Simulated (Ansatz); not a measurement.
The cluster Pd2Au4, relaxed as a singlet with RKS B3LYP-D4/def2-SVP in Ansatz, starting from the GFN2-xTB geometry. Force threshold 0.02 eV/Å.

In the def2 sets Au, Pd take a core potential; there is no spin–orbit coupling. The restricted singlet is unstable towards broken spin symmetry in Hartree–Fock (as tested in another run); at B3LYP-D4/def2-SVP this wasn't settled. The relaxation made no stability test and no search for a lower SCF solution. No other spin state of charge 0 was run. Another isomer (singlet) lies 0.44 eV lower at PBE0-D4/def2-TZVP; other spin states weren't run for this one.

Start:

```xyz
6

Pd    2.162   -0.379   -1.067
Pd   -0.393   -1.179   -0.427
Au    0.327    1.224    0.479
Au   -1.958    0.338    0.956
Au   -2.914   -1.929    0.216
Au    2.776    1.925   -0.157
```

```
        step  energy (eV)  largest force component (eV/Å)  SCF passes
           1  -21744.5541                           1.993          30
           2  -21744.9300                           0.413          39
           3  -21744.9358                           0.358          43
           4  -21744.9591                           0.277          44
           5  -21744.9827                           0.016          35
           6  -21744.9829                           0.005          35
           7  -21744.9831                           0.009          35
8 (rejected)  -21744.9820                           0.257          36
           9  -21744.9849                           0.088          35
          10  -21744.9889                           0.159          35
          11  -21744.9970                           0.249          35
          12  -21745.0050                           0.324          36
          13  -21745.0298                           0.128          36
          14  -21745.0336                           0.070          34
          15  -21745.0385                           0.051          34
          16  -21745.0410                           0.049          33
          17  -21745.0414                           0.013          35
```

Force components are those of the run's own axes.

End:

```xyz
6

Pd    1.649    0.075   -1.611
Pd   -0.182   -1.155   -0.151
Au    0.302    1.503    0.396
Au   -2.245    0.517    0.453
Au   -2.526   -2.207    0.582
Au    3.002    1.267    0.330
```

By distances, no bond broke or formed. The bond that changes most is Au3–Au4, from 2.50 to 2.73 Å (atoms count from 1).

The force fell under the threshold at step 5, but the optimiser went on and released 0.059 eV more. No frequencies were taken in this run, so the end may be a saddle point.

It took 75 s on 4 threads of Intel Xeon 6975P-C on a shared host, peak host memory 0.77 GiB.
